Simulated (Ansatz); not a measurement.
Total energies of FH6NSi2 (`F[SiH2]N[SiH3]`).

```xyz
10

F    -1.636    1.903    0.487
Si   -1.078    0.488    0.986
N     0.486    0.153    0.391
Si    0.921   -0.606   -1.105
H    -1.032    0.565    2.463
H    -2.012   -0.536    0.472
H     1.250    0.534    0.932
H     1.600    0.338   -2.033
H    -0.339   -1.088   -1.722
H     1.841   -1.751   -0.871
```

The species carries charge 0 and has multiplicity 1. The geometry is a stationary point of PBE0-D4/def2-TZVP. It is one conformer, not always the lowest. Basis def2-TZVPP, Ansatz 0.2.0.

RPA on PBE orbitals: Hartree–Fock energy of these orbitals -735.40866 Eh, correlation -1.20013 Eh (frozen core).

| functional | energy without D4 (Eh) | D4 term (kJ/mol) |
| --- | --- | --- |
| LDA (SPW92) | -733.93688 | – |
| PBE | -736.91145 | -19.5 |
| revPBE | -737.20514 | -58.5 |
| BLYP | -737.34862 | -43.0 |
| r2SCAN | -737.26398 | -4.7 |
| B97M-V | -737.19683 | – |
| PBE0 | -736.97982 | -16.5 |
| B3LYP | -737.44118 | -31.6 |
| r2SCANh | -737.25340 | -5.0 |
| r2SCAN0 | -737.23853 | -5.6 |
| HSE06 (plane-wave form) | -736.95923 | -15.4 |
| BHLYP | -737.32958 | -24.7 |
| CAM-B3LYP | -737.36123 | -16.8 |
| LC-ωPBE | -737.12521 | – |
| ωB97X-V | -737.24994 | – |
| ωB97M-V | -737.29372 | – |
| B2PLYP | -737.05454 | – |
| PBE-QIDH | -736.79860 | – |

B3LYP takes the VWN-RPA correlation (the form of Gaussian; ORCA's B3LYP/G). HSE06 is the plane-wave form, built on full-range PBE exchange. The double hybrids freeze the cores in their second-order part.

LC-ωPBE has ω = 0.4 bohr⁻¹.
